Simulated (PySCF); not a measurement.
Species: C6H9N3.
Atom-mapped SMILES: `[CH2:1]=[CH:2][CH2:3][n:4]1[cH:5][c:6]([CH3:7])[n:8][n:9]1` (hydrogens: H10, H11 on C1; H12 on C2; H13, H14 on C3; H15 on C5; H16, H17, H18 on C7)

The same species was optimised twice, with GFN2-xTB and with PBE0-D3(BJ)/def2-SVP (PySCF), and the same property calculations (PySCF, gas phase) were run on both structures.

```
     coordinate  GFN2-xTB  PBE0-D3(BJ)/def2-SVP  change
      C1=C2 (Å)     1.319                 1.333  +0.014
      N8–N9 (Å)     1.279                 1.290  +0.011
      C3–N4 (Å)     1.439                 1.448  +0.009
      C6–N8 (Å)     1.351                 1.360  +0.009
      C2–C3 (Å)     1.500                 1.496  -0.004
      N4–N9 (Å)     1.326                 1.330  +0.004
      C6–C7 (Å)     1.485                 1.488  +0.003
      C5–C6 (Å)     1.381                 1.382  +0.001
      N4–C5 (Å)     1.353                 1.354  +0.001
   C3–N4–N9 (°)     121.9                 120.3    -1.6
   C2–C3–N4 (°)     111.0                 112.2    +1.2
   C5–N4–N9 (°)     109.8                 110.9    +1.1
   N4–N9–N8 (°)     108.8                 107.9    -0.9
   C7–C6–N8 (°)     122.5                 122.0    -0.5
   C3–N4–C5 (°)     128.2                 128.8    +0.6
   C5–C6–C7 (°)     130.2                 130.6    +0.4
   N4–C5–C6 (°)     104.5                 104.1    -0.4
C1–C2–C3–N4 (°)      -128                  -124      +4
C2–C3–N4–C5 (°)        63                    55      -8
```

Rotational constants: A = 4251, B = 941.9, C = 816.4 MHz (GFN2-xTB) against A = 4192, B = 940.0, C = 804.4 MHz (PBE0-D3(BJ)/def2-SVP). Point groups within 0.08 Å: C1 and C1.

On the GFN2-xTB structure: HOMO (eV) -7.16 [PBE0/pcSseg-1]; LUMO (eV) -0.29 [PBE0/pcSseg-1]; dipole (D) 4.49 [PBE0/pcSseg-1]; GIAO shielding of C1 (ppm) 62.7 [PBE0/pcSseg-1]; GIAO shielding of C2 (ppm) 41.5 [PBE0/pcSseg-1]; GIAO shielding of C3 (ppm) 130.8 [PBE0/pcSseg-1]; GIAO shielding of N4 (ppm) -4.1 [PBE0/pcSseg-1]; GIAO shielding of C5 (ppm) 59.9 [PBE0/pcSseg-1]; GIAO shielding of C6 (ppm) 37.9 [PBE0/pcSseg-1]; GIAO shielding of C7 (ppm) 173.5 [PBE0/pcSseg-1]; GIAO shielding of N8 (ppm) -118.0 [PBE0/pcSseg-1].

**Question.** What do these properties become on the PBE0-D3(BJ)/def2-SVP structure?

**Answer.** 
```csv
property,level,on GFN2-xTB,on PBE0-D3(BJ)/def2-SVP,change
HOMO (eV),PBE0/pcSseg-1,-7.16,-7.17,-0.01
LUMO (eV),PBE0/pcSseg-1,-0.29,-0.41,-0.12
dipole (D),PBE0/pcSseg-1,4.49,4.53,+0.04
"energy, GFN2-xTB geometry as zero (kcal/mol)",PBE0/pcSseg-1,0.0,-0.8,-0.8
GIAO shielding of C1 (ppm),PBE0/pcSseg-1,62.7,57.0,-5.7
GIAO shielding of C2 (ppm),PBE0/pcSseg-1,41.5,40.6,-0.9
GIAO shielding of C3 (ppm),PBE0/pcSseg-1,130.8,129.5,-1.3
GIAO shielding of N4 (ppm),PBE0/pcSseg-1,-4.1,-6.2,-2.1
GIAO shielding of C5 (ppm),PBE0/pcSseg-1,59.9,59.9,0.0
GIAO shielding of C6 (ppm),PBE0/pcSseg-1,37.9,36.9,-1.0
GIAO shielding of C7 (ppm),PBE0/pcSseg-1,173.5,171.6,-1.9
GIAO shielding of N8 (ppm),PBE0/pcSseg-1,-118.0,-127.7,-9.7
```

The heavy atoms differ by 0.073 Å rms after alignment. Among bonds between heavy atoms C1=C2 changes most (+0.014 Å). Changes are differences of the printed values. Neither structure is proved a minimum here.

Conformer computed: `[CH2:1]=[CH:2][CH2:3][n:4]1[cH:5][c:6]([CH3:7])[n:8][n:9]1`: C1–C2–C3–N4 -124°, C2–C3–N4–C5 55°.
